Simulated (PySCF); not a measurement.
NaBe: energy against distance

Set-up: Na aug-cc-pVDZ, Be aug-cc-pVDZ; no relativity (PySCF 2.14). Energies in eV from Na + Be in their ground configurations at the same level. State: ²Σ⁺ (doublet), unpaired electrons σ ↑.

All columns are PBE. A positive dipole means Na(−)Be(+).

```csv
R (Å),E (eV),μ (D),Mulliken charge on Na (basis-dependent),HOMO (eV),LUMO (eV),Mayer bond order,⟨S²⟩
2.500,-0.314,-2.52,0.44,-2.99,-2.04,0.74,0.76
2.616,-0.386,-2.54,0.42,-3.02,-2.03,0.68,0.76
2.733,-0.423,-2.54,0.36,-3.05,-2.08,0.64,0.76
2.820,-0.434,-2.53,0.31,-3.07,-2.11,0.60,0.76
2.907,-0.435,-2.52,0.26,-3.09,-2.15,0.56,0.76
2.994,-0.428,-2.50,0.22,-3.10,-2.18,0.51,0.76
3.111,-0.410,-2.47,0.17,-3.12,-2.21,0.46,0.76
3.256,-0.379,-2.42,0.14,-3.14,-2.25,0.40,0.76
3.430,-0.335,-2.34,0.12,-3.16,-2.28,0.34,0.76
3.663,-0.274,-2.21,0.11,-3.18,-2.30,0.28,0.76
```

A fit through these points gives, at Re = 2.870 Å, μ = -2.52 D and dμ/dR = 0.148 D/Å; the reduced mass is 6.474 u.

Q: How strong is the fundamental in the double-harmonic approximation, I = 42.26·(dμ/dR)²/μred km/mol?

A: I = 42.26·(0.148)²/6.474 = 0.143 km/mol at PBE.

The state is the lowest determinant that a PBE0 search found; another state may lie lower at other levels.
